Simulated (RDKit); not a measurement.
RDKit input (UFF):

```python
from rdkit import Chem
from rdkit.Chem import AllChem, rdDetermineBonds

mol = Chem.MolFromXYZFile('mol.xyz')
rdDetermineBonds.DetermineBonds(mol, charge=-1)
print('SMILES', Chem.MolToSmiles(Chem.RemoveHs(mol)))
ff = AllChem.UFFGetMoleculeForceField(mol)
e0 = ff.CalcEnergy()
flag = ff.Minimize(maxIts=5000, forceTol=1e-5)
print(f'energy {e0:.4f} -> {ff.CalcEnergy():.4f} kcal/mol, converged: {flag == 0}')
print(Chem.MolToXYZBlock(mol))
```
mol.xyz:
```
7

C     -0.82887000     0.04033900     0.27540500
C      0.65302600    -0.04629900    -0.02558100
Cl     1.33388900    -1.61785500     0.59742100
Cl     1.54924600     1.29747400     0.81855200
Cl    -1.54790100    -1.30891400    -0.83225800
Cl    -1.33073600     1.63090200    -0.60926900
H      0.97858500     0.00845700    -1.06452000
```

Output:

```
SMILES Cl[C-](Cl)C(Cl)Cl
energy 16.4107 -> 1.9318 kcal/mol, converged: True
7

C     -0.790977    0.050884    0.099830
C      0.730590   -0.051767   -0.029144
Cl     1.312092   -1.595018    0.649855
Cl     1.523824    1.270479    0.867100
Cl    -1.603788   -1.276589   -0.773955
Cl    -1.391330    1.598739   -0.555965
H      1.026829    0.007376   -1.097970
```

The dipole moment of an ion depends on the origin.

The geometry given is a B3LYP-D3(BJ)/def2-TZVP minimum.
